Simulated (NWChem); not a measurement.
System: C₂H₃I; SMILES C=CI

Results from NWChem. The geometry was optimised at PBE0/def2-SVP. def2 effective core potentials on I; no spin-orbit coupling.

Problem. Estimate the computed values for PBE/def2-TZVPD. Quantities: highest occupied level (eV); orbital gap (eV); dipole (D).

Solution. 
```json
{
 "highest occupied level (eV)": "-6.05",
 "orbital gap (eV)": "4.34",
 "dipole (D)": "1.21"
}
```
